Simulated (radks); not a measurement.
The neon ion Ne2+ inside a hard spherical wall (all orbitals vanish at R), configuration held at [He] 2s2 2p4 and not refilled when levels cross. Method: non-relativistic Kohn-Sham, PBE, spin-polarised, spherical densities, point nucleus; open shells are filled with parallel spins first; computed with a radial shooting solver on a logarithmic mesh with Libxc functionals. Eigenvalues in eV for spin up, with the zero of energy where the potential of the charges vanishes at infinity; a dash marks a level that is unbound or too diffuse for the functional's potential to be trusted. A positive occupied level is held by the wall or, in an anion where self-interaction has pushed it up, behind a barrier. The pressure on the wall is -dE/dV.

R (bohr) = free: E (hartree) -126.53765; kinetic (hartree) 126.308; e(1s) -880.82; e(2s) -79.881; e(2p) -56.831; e(3s, empty) -; e(3p, empty) -; pressure (GPa) 0
R (bohr) = 20: E (hartree) -126.53765; kinetic (hartree) 126.308; e(1s) -880.82; e(2s) -79.881; e(2p) -56.831; e(3s, empty) -; e(3p, empty) -; pressure (GPa) < 0.0001
R (bohr) = 12: E (hartree) -126.53765; kinetic (hartree) 126.308; e(1s) -880.82; e(2s) -79.881; e(2p) -56.831; e(3s, empty) -; e(3p, empty) -; pressure (GPa) < 0.0001
R (bohr) = 8: E (hartree) -126.53765; kinetic (hartree) 126.308; e(1s) -880.82; e(2s) -79.881; e(2p) -56.831; e(3s, empty) -; e(3p, empty) -; pressure (GPa) < 0.0001
R (bohr) = 6: E (hartree) -126.53765; kinetic (hartree) 126.308; e(1s) -880.82; e(2s) -79.881; e(2p) -56.831; e(3s, empty) -16.612; e(3p, empty) -12.043; pressure (GPa) < 0.0001
R (bohr) = 5: E (hartree) -126.53763; kinetic (hartree) 126.308; e(1s) -880.82; e(2s) -79.881; e(2p) -56.830; e(3s, empty) -16.028; e(3p, empty) -11.054; pressure (GPa) 0.00369
R (bohr) = 3: E (hartree) -126.52350; kinetic (hartree) 126.441; e(1s) -880.20; e(2s) -79.493; e(2p) -56.382; e(3s, empty) -2.914; e(3p, empty) 4.096; pressure (GPa) 12.9
R (bohr) = 2: E (hartree) -126.09173; kinetic (hartree) 128.911; e(1s) -871.26; e(2s) -73.477; e(2p) -49.625; e(3s, empty) 54.302; e(3p, empty) 57.995; pressure (GPa) 895
